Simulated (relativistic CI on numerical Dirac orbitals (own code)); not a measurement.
# W²⁺: 4f photoemission

Computed with this model: Dirac-Coulomb-Breit CI, orbitals from a KLI potential per configuration, model QED (radiative potential, 1s self-energy scaled to tabulated hydrogen-like ionisation energies), multiplet model of photoemission in the sudden approximation, unscaled Slater integrals; configurations [Xe] 4f14 5d4 → [Xe] 4f13 5d4; 80 K; Lorentzian 0.35 eV and Gaussian 0.5 eV FWHM. Energies are those of the free ion, without screening or charge transfer. The energies are binding energies and can lie tens of eV above those of solids. S is read from ⟨S²⟩ = S(S + 1).

Field parameters in Wybourne normalisation: Oh B⁴₀ = 21Dq, B⁴₄ = √(5/14) B⁴₀. The field is a parameter set, without covalency.

free ion: ground-state S = 1.91, centroid 56.36 eV. Peaks (eV, height): 54.9 (100), 56.1 (33), 56.8 (32), 57.9 (44), 59.8 (7).

Oh, 10Dq = 15900 cm⁻¹: ground-state S = 1.45, centroid 56.49 eV. Peaks (eV, height): 55.1 (100), 56.1 (34), 57.8 (48).

Strongest unbroadened transitions for free ion:

```csv
Energy (eV),Relative strength
54.92,100.0
55.22,4.1
55.99,16.7
56.23,8.6
56.30,3.4
56.79,1.8
56.81,19.6
57.09,2.3
57.20,1.1
57.45,4.6
57.74,17.9
57.89,5.2
58.04,19.0
58.16,0.9
58.49,5.4
58.54,5.1
59.65,2.5
60.02,2.1
```
